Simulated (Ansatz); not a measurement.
AlClH$_{7}$NSi$_{2}$, SMILES `[SiH3][N]([SiH3])[AlH][Cl]`. Charge 0, multiplicity 1.

```xyz
12

Si    1.5872   -0.0894    0.3902
N    -0.0804    0.0935   -0.0876
Si   -1.2241   -1.0469    0.5524
Al   -0.6005    1.3933   -1.1871
Cl    0.9134    2.6751   -1.8606
H     1.6645   -1.2613    1.3059
H     2.4635   -0.3393   -0.7826
H     2.0810    1.1132    1.1084
H    -0.8842   -2.4377    0.1492
H    -2.5688   -0.7026    0.0171
H    -1.2663   -0.9945    2.0381
H    -2.0854    1.5966   -1.6435
```

Task: What are the harmonic wavenumbers in cm⁻¹ at PBE0-D4/def2-TZVP (Ansatz, finite differences of forces, unscaled)? (An estimate is asked.)

Result: Computed: 46, 88, 94, 135, 165, 178, 219, 463, 467, 550, 630, 678, 690, 695, 729, 935, 941, 945, 954, 958, 980, 987, 1005, 2001, 2209, 2216, 2219, 2222, 2229, 2230.

Task: Is this a minimum?

Result: Yes, all 30 modes are real.

Task: Give the ideal-gas thermochemistry at 298.15 K and 1 bar (rigid rotor, harmonic oscillator; point group Cs, symmetry number 1).

Result: Zero-point energy 172.6 kJ/mol; H(298) − E = 199.3 kJ/mol; entropy 403.0 J/(mol·K), of which translation 170.5, rotation 121.6, vibration 111.0; G(298) − E = 79.1 kJ/mol. Modes under 100 cm⁻¹ are hindered rotations or soft bends, so the harmonic entropy is rough.

Task: And at 400, 500, 600, 800 and 1000 K?

Result: 
| T (K) | H − E (kJ/mol) | S (J/mol/K) | G − E (kJ/mol) |
| --- | --- | --- | --- |
| 400 | 214.7 | 447.2 | 35.8 |
| 500 | 232.0 | 485.8 | -10.9 |
| 600 | 251.1 | 520.6 | -61.2 |
| 800 | 293.3 | 581.1 | -171.6 |
| 1000 | 339.3 | 632.3 | -293.0 |
